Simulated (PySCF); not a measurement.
# Electronic structure of Ca¹⁹⁺ (calcium, charge +19) at the UHF level

Configuration: 1s1, 2S determinant. All numbers are calculated (PySCF 2.14, no relativity, point nucleus, in an uncontracted even-tempered set (15 s from 15 bohr⁻², ratio 2.2; 7 p from 23 bohr⁻², ratio 2.4; 4 d from 70 bohr⁻², ratio 2.4; 3 f from 100 bohr⁻², ratio 2.4; 3 g from 160 bohr⁻², ratio 2.4)).

| Item | Value |
| --- | --- |
| Total energy | -199.999906 hartree |
| One-electron energy | -199.9999 hartree |
| Hartree (Coulomb) energy | 6.2500 hartree |
| Exchange energy | -6.2500 hartree |
| Kinetic energy | 199.99966 hartree |
| ⟨S²⟩ | 0.7500 |
| ⟨L²⟩ | 0.000 |
| Sum of ⟨r⟩ | 0.07500 bohr |
| Sum of ⟨r²⟩ | 0.007500 bohr² |
| Density at the nucleus (Gaussians lack the cusp) | 2520 bohr⁻³ |
| Spin density at the nucleus | 2520 bohr⁻³ |

| shell | electrons | mean orbital energy (hartree) | rms radius, mean of both spins (bohr) |
| --- | --- | --- | --- |
| 1s α | 1 | -199.99991 | 0.0866 |
